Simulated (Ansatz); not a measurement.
Computed with frozen-core CCSD(T)/def2-TZVPP // TPSS-D3(BJ)/def2-SVP (Ansatz, a first-principles code).

Ansatz 0.2 input:
```yaml
crystal:
  periodic: [false, false, false]
  atoms:
    - { symbol: Mo, position_ang: [0.019665, 0.085548, -0.013263] }
    - { symbol: Cl, position_ang: [0.36873, -1.066491, -1.986244] }
    - { symbol: Cl, position_ang: [2.091347, -0.599482, 0.747663] }
    - { symbol: Cl, position_ang: [-0.372002, 1.146026, 2.003102] }
    - { symbol: Cl, position_ang: [0.924077, 2.00133, -0.90554] }
    - { symbol: Cl, position_ang: [-2.0916, 0.687842, -0.737154] }
    - { symbol: F, position_ang: [-0.717473, -1.462113, 0.712778] }
basis:
  gaussian: { orbitals: def2-TZVPP }
correlation:
  method: ccsd_t
```

Output:

```
Functional definition: HF
1845 factors; integrals over basis functions are off by at most 5.7e-4 eV
mean field evaluation 1: about -67050.8242 eV, gradient 8.0e1 eV
mean field evaluation 2: about -67051.3330 eV, gradient 8.1e1 eV
mean field evaluation 4: about -67065.4135 eV, gradient 1.8e1 eV
mean field evaluation 8: about -67065.9963 eV, gradient 2.2e0 eV
mean field evaluation 16: about -67066.0236 eV, gradient 1.7e-5 eV
mean field evaluation 32: about -67053.9211 eV, gradient 5.1e1 eV
mean field evaluation 64: about -67054.5610 eV, gradient 4.6e1 eV
mean field evaluation 96: about -67053.9211 eV, gradient 5.1e1 eV
mean field evaluation 128: about -67059.6544 eV, gradient 8.2e-2 eV
mean field evaluation 160: about -67054.6010 eV, gradient 5.1e1 eV
mean field evaluation 192: about -67054.3569 eV, gradient 5.0e1 eV
mean field evaluation 224: about -67060.0258 eV, gradient 2.4e-1 eV
mean field evaluation 256: about -67059.6545 eV, gradient 2.6e-2 eV
mean field evaluation 288: about -67060.0378 eV, gradient 4.8e-2 eV
mean field evaluation 320: about -67059.8300 eV, gradient 5.4e0 eV
mean field evaluation 352: about -67060.2708 eV, gradient 2.0e0 eV
mean field evaluation 384: about -67060.3299 eV, gradient 5.1e-1 eV
mean field evaluation 416: about -67058.1949 eV, gradient 3.0e-1 eV
mean field evaluation 448: about -67059.7718 eV, gradient 3.2e-1 eV
mean field evaluation 480: about -67053.5922 eV, gradient 2.5e-1 eV
mean field evaluation 512: about -67053.2686 eV, gradient 4.3e-2 eV
mean field -67066.02360756 eV, -2464.6309085945 hartree, gradient 2.2e-6 eV, S^2 0.000000; 4 other end points of the search recorded, 0 dependent functions left out
26 core orbitals not correlated
reference -67066.02360756 eV, -2464.6309085945 hartree; 28, 28 occupied and 243, 243 virtual orbitals, 1845 factors
second order -50.66832927 eV of doubles, -0.00000000 eV of singles
cycle   1  -46.19632083 eV  change     4.5e0 eV  update   4.8e-1
cycle   2  -49.23255021 eV  change    -3.0e0 eV  update   4.7e-1
cycle   3  -49.79814822 eV  change   -5.7e-1 eV  update   8.6e-2
cycle   4  -49.83491716 eV  change   -3.7e-2 eV  update   5.1e-2
cycle   5  -49.78559322 eV  change    4.9e-2 eV  update   2.2e-2
cycle   6  -49.77236045 eV  change    1.3e-2 eV  update   7.4e-3
cycle   7  -49.77192759 eV  change    4.3e-4 eV  update   3.3e-3
cycle   8  -49.77198806 eV  change   -6.0e-5 eV  update   1.5e-3
cycle   9  -49.77223361 eV  change   -2.5e-4 eV  update   8.5e-4
cycle  10  -49.77293424 eV  change   -7.0e-4 eV  update   5.5e-4
cycle  11  -49.77351857 eV  change   -5.8e-4 eV  update   4.5e-4
cycle  12  -49.77299563 eV  change    5.2e-4 eV  update   2.4e-4
cycle  13  -49.77290426 eV  change    9.1e-5 eV  update   1.3e-4
cycle  14  -49.77282590 eV  change    7.8e-5 eV  update   6.3e-5
cycle  15  -49.77276304 eV  change    6.3e-5 eV  update   4.4e-5
perturbative correction -3.31619256 eV, -0.1218678287 hartree
Total energy: -67119.11256317 eV, -2466.5818917278 hartree
```

Cost: about 70 core-minutes (a rough figure).
